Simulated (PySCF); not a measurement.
## Electron correlation in Sc³⁺ (scandium, charge +3)

[Ar], closed-shell 1S. All numbers are calculated (PySCF 2.14, the spin-free X2C one-electron Hamiltonian (Gaussian nucleus), in ANO-RCC-VTZP). Frozen: [Ne]; 8 electrons correlated.

```json
{"level": "CCSD", "correlation energy (mhartree)": "-266.12"}
{"level": "(T)", "correlation energy (mhartree)": "-5.90"}
{"level": "CCSD(T)", "correlation energy (mhartree)": "-272.02"}
```

Diagnostics: T1 = 0.0013, D1 = 0.0021, largest double amplitude 0.040.

Cost of the coupled-cluster step: roughly 0.7 core-seconds, for 8 correlated electrons.

Iterations:

```
CC2 = 0
CCSD nocc = 4, nmo = 54
frozen orbitals [0, 1, 2, 3, 4]
max_cycle = 100
direct = 0
conv_tol = 1e-08
conv_tol_normt = 1e-06
diis_space = 8
diis_start_cycle = 0
Init t2, MP2 energy = -762.001307870009  E_corr(MP2) -0.240674860779531
Init E_corr(CCSD) = -0.240674860779535
cycle = 1  E_corr(CCSD) = -0.261809617459421  dE = -0.0211347567  norm(t1,t2) = 0.0191148
cycle = 2  E_corr(CCSD) = -0.265193481166048  dE = -0.00338386371  norm(t1,t2) = 0.00479844
cycle = 3  E_corr(CCSD) = -0.266161479047789  dE = -0.000967997882  norm(t1,t2) = 0.001454
cycle = 4  E_corr(CCSD) = -0.266120000853235  dE = 4.14781946e-05  norm(t1,t2) = 0.000122931
cycle = 5  E_corr(CCSD) = -0.266116576977955  dE = 3.42387528e-06  norm(t1,t2) = 9.58084e-06
cycle = 6  E_corr(CCSD) = -0.266117065226072  dE = -4.88248117e-07  norm(t1,t2) = 1.46657e-06
cycle = 7  E_corr(CCSD) = -0.266117093582057  dE = -2.83559849e-08  norm(t1,t2) = 1.30203e-07
cycle = 8  E_corr(CCSD) = -0.266117092028477  dE = 1.55358026e-09  norm(t1,t2) = 2.19542e-08
CCSD converged
E(CCSD) = -762.0267501012578  E_corr = -0.2661170920284768
CCSD(T) correction = -0.00590111767584364
```
